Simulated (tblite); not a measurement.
Parent: `[CH2:1]=[CH:2][Si@@H:3]([SiH3:4])[O:5][CH3:6]` with C1–C2–Si3–Si4 57°, C2–Si3–O5–C6 -176°, C3H10OSi2.

Computed geometry: GFN2-xTB, gas phase. One conformer each, not checked by frequencies here.

```json
{"coordinate of the parent": "C1=C2", "value": "1.322 Å"}
{"coordinate of the parent": "C2–Si3", "value": "1.880 Å"}
{"coordinate of the parent": "Si3–Si4", "value": "2.313 Å"}
{"coordinate of the parent": "Si3–O5", "value": "1.634 Å"}
{"coordinate of the parent": "O5–C6", "value": "1.390 Å"}
{"coordinate of the parent": "C1–C2–Si3", "value": "123.4°"}
{"coordinate of the parent": "C2–Si3–Si4", "value": "115.1°"}
{"coordinate of the parent": "C2–Si3–O5", "value": "100.0°"}
{"coordinate of the parent": "Si4–Si3–O5", "value": "111.5°"}
{"coordinate of the parent": "Si3–O5–C6", "value": "127.3°"}
```

Q: How does the shared frame change in `[CH2:1]=[CH:2][Si@H:3]([O:4][CH3:5])[SiH2:6][O:7][CH3:8]` with C1–C2–Si3–O4 135°, C2–Si3–O4–C5 57°, C2–Si3–Si6–O7 -67°, Si3–Si6–O7–C8 -179°, C4H12O2Si2? Atoms pair as C1 = C1, C2 = C2, Si3 = Si3, Si4 = Si6, O5 = O4, C6 = C5 (parent first).

A: 
```json
{"parent": "C1=C2", "relative": "C1=C2", "value in the relative": "1.324 Å", "change": "+0.002"}
{"parent": "C2–Si3", "relative": "C2–Si3", "value in the relative": "1.900 Å", "change": "+0.020"}
{"parent": "Si3–Si4", "relative": "Si3–Si6", "value in the relative": "2.275 Å", "change": "-0.038"}
{"parent": "Si3–O5", "relative": "Si3–O4", "value in the relative": "1.633 Å", "change": "-0.001"}
{"parent": "O5–C6", "relative": "O4–C5", "value in the relative": "1.394 Å", "change": "+0.004"}
{"parent": "C1–C2–Si3", "relative": "C1–C2–Si3", "value in the relative": "124.5°", "change": "+1.1"}
{"parent": "C2–Si3–Si4", "relative": "C2–Si3–Si6", "value in the relative": "116.2°", "change": "+1.1"}
{"parent": "C2–Si3–O5", "relative": "C2–Si3–O4", "value in the relative": "111.2°", "change": "+11.2"}
{"parent": "Si4–Si3–O5", "relative": "Si6–Si3–O4", "value in the relative": "98.0°", "change": "-13.5"}
{"parent": "Si3–O5–C6", "relative": "Si3–O4–C5", "value in the relative": "127.8°", "change": "+0.5"}
```

Of the parent's bonds, Si3–Si4 changes most (-0.038 Å). Bonds of the relative outside the shared frame: Si6–O7 1.628, O7–C8 1.393 Å. Point group C1 → C1.

Q: How does the shared frame change in `[CH2:1]=[CH:2][Si@@H:3]([O:4][CH3:5])[SiH2:6][Cl:7]` with C1–C2–Si3–O4 -17°, C2–Si3–O4–C5 -62°, C2–Si3–Si6–Cl7 64°, C3H9ClOSi2? Atoms pair as C1 = C1, C2 = C2, Si3 = Si3, Si4 = Si6, O5 = O4, C6 = C5 (parent first).

A: 
| parent | relative | value in the relative | change |
| --- | --- | --- | --- |
| C1=C2 | C1=C2 | 1.326 Å | +0.004 |
| C2–Si3 | C2–Si3 | 1.894 Å | +0.014 |
| Si3–Si4 | Si3–Si6 | 2.299 Å | -0.014 |
| Si3–O5 | Si3–O4 | 1.628 Å | -0.006 |
| O5–C6 | O4–C5 | 1.396 Å | +0.006 |
| C1–C2–Si3 | C1–C2–Si3 | 124.3° | +0.9 |
| C2–Si3–Si4 | C2–Si3–Si6 | 114.3° | -0.8 |
| C2–Si3–O5 | C2–Si3–O4 | 112.5° | +12.5 |
| Si4–Si3–O5 | Si6–Si3–O4 | 98.1° | -13.4 |
| Si3–O5–C6 | Si3–O4–C5 | 128.8° | +1.5 |

Of the parent's bonds, C2–Si3 and Si3–Si4 change most and about equally (-0.014 to +0.014 Å). Bonds of the relative outside the shared frame: Si6–Cl7 2.030 Å. Point group C1 → C1.

Q: How does the shared frame change in `[CH2:1]=[CH:2][Si@@H:3]([O:4][CH3:5])[SiH2:6][C:7]([NH2:8])=[O:9]` with C1–C2–Si3–O4 -21°, C2–Si3–O4–C5 -62°, C2–Si3–Si6–C7 53°, Si3–Si6–C7–N8 -169°, Si6–C7–N8–H 0° and -179°, C4H11NO2Si2? Atoms pair as C1 = C1, C2 = C2, Si3 = Si3, Si4 = Si6, O5 = O4, C6 = C5 (parent first).

A: 
```
    parent    relative  value in the relative  change
     C1=C2       C1=C2                1.325 Å  +0.003
    C2–Si3      C2–Si3                1.894 Å  +0.014
   Si3–Si4     Si3–Si6                2.298 Å  -0.015
    Si3–O5      Si3–O4                1.636 Å  +0.002
     O5–C6       O4–C5                1.395 Å  +0.005
 C1–C2–Si3   C1–C2–Si3                 124.5°    +1.1
C2–Si3–Si4  C2–Si3–Si6                 113.9°    -1.2
 C2–Si3–O5   C2–Si3–O4                 112.6°   +12.6
Si4–Si3–O5  Si6–Si3–O4                  97.8°   -13.7
 Si3–O5–C6   Si3–O4–C5                 128.2°    +0.9
```

Of the parent's bonds, C2–Si3 and Si3–Si4 change most and about equally (-0.015 to +0.014 Å). Bonds of the relative outside the shared frame: Si6–C7 1.918, C7–N8 1.349, C7=O9 1.221 Å. Point group C1 → C1.
